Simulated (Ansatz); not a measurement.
Species: C₈H₁₃BO, SMILES `B[C@]12CC[C@](C=O)(CC1)C2` (charge 0, multiplicity 1).

### Question
Give a relaxed geometry from Ansatz (a quantum-chemistry and plane-wave program) with PBE0-D4/def2-SVP.

### Answer
This is not unique; one that fits is the end point of this relaxation, one of several conformers (outside a Z-matrix the atoms follow the SMILES, hydrogens last).
Cartesian coordinates (Å) in one orientation:
```xyz
23

B      2.532     0.057     0.712
C      1.166     0.037    -0.026
C      0.782    -1.194    -0.873
C     -0.765    -1.247    -0.799
C     -1.109    -0.061     0.102
C     -2.446    -0.121     0.778
O     -3.215    -1.042     0.711
C     -0.857     1.246    -0.668
C      0.690     1.301    -0.766
C      0.081    -0.051     1.095
H      3.018     1.104     1.082
H      3.081    -0.979     1.016
H      1.231    -2.107    -0.453
H      1.158    -1.099    -1.903
H     -1.252    -1.158    -1.781
H     -1.130    -2.180    -0.346
H     -2.691     0.787     1.394
H     -1.254     2.110    -0.111
H     -1.358     1.234    -1.648
H      1.086     2.209    -0.286
H      1.045     1.309    -1.808
H      0.136    -0.974     1.694
H      0.070     0.819     1.771
```
